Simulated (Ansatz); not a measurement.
Consider the formal hydrolysis of a C–Si bond: `C[SiH2]C[AsH2]` + H₂O → `OC[AsH2]` + `C[SiH3]`.

Computed with Ansatz on PBE0-D4/def2-TZVP structures; ΔE is electronic, products minus reactants. CBS: MP2 limit from def2 TZ/QZ plus the TZ coupled-cluster correction, frozen cores. This one scheme is used for every species. DFT in def2-TZVPP. B3LYP here is the variant with VWN-RPA as its local correlation; programs differ in this. For As outer-core shells are correlated without core-valence functions, which leaves a few kJ/mol of doubt a bond. Scalar relativity is left out up to krypton. Each species was taken in one conformer, which may not be the lowest.

CCSD(T)/CBS gives +109.9 kJ/mol.

**Question.** Another level gave +84.2 kJ/mol. Which?
A. ωB97M-V/def2-TZVPP
B. B3LYP/def2-TZVPP
C. PBE/def2-TZVPP
D. B3LYP-D4/def2-TZVPP

**Answer.** B. B3LYP 84.2, B3LYP-D4 95.8, ωB97M-V 101.8, PBE 88.7 kJ/mol.

Largest T1 diagnostic among the species: 0.011.

The D4 term adds +11.7 kJ/mol with B3LYP and +6.7 kJ/mol with PBE0; it sums over pairs of atoms, weighted by their polarisabilities, and B3LYP, whose exchange is more repulsive, gets the larger term. From PBE to PBE0 (25 % exact exchange), in def2-TZVPP and without D4, ΔE moves by +6.7 kJ/mol. In def2-TZVPP, CCSD(T) changes the Hartree–Fock value by +19.2 kJ/mol (the triples alone add +1.7 kJ/mol) and MP2 by +30.1 kJ/mol.
